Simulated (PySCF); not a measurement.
**Converging PI in the basis (CCSD(T))**

PySCF, UHF reference; triplet, unpaired electrons π ↑↑; De to P + I without counterpoise correction. Frozen cores follow the default of each basis and core potential.

```csv
basis,relativity,functions,Re (Å),ωe (cm⁻¹),De (eV),frozen orbitals
x2c-SVPall,spin-free X2C,54,2.441,342,1.79,23
def2-SVPD,scalar-relativistic core potentials,59,2.445,338,1.86,9
def2-TZVPP,scalar-relativistic core potentials,92,2.391,365,2.18,9
```

How does each smaller set differ from the one with most functions, def2-TZVPP?

x2c-SVPall: +5.0 pm, -6.3 % in ωe, -0.39 eV in De; def2-SVPD: +5.4 pm, -7.4 % in ωe, -0.32 eV in De. All at CCSD(T); the set with most functions is neither the basis-set limit nor always the best. The rows treat relativity differently, so the differences are not basis effects alone.

Correlated steps freeze the inner cores (9 to 23 orbitals); shallow outer-core shells are correlated. Correlated levels converge slowly with the basis: in double zeta they bind strong bonds too weakly, by up to about 1 eV, and carry superposition errors of some tenths. These are scalar-relativistic numbers at best; spin–orbit coupling would shift them, the dissociation energy most. The state was picked by a PBE0 search and need not be the measured ground state.
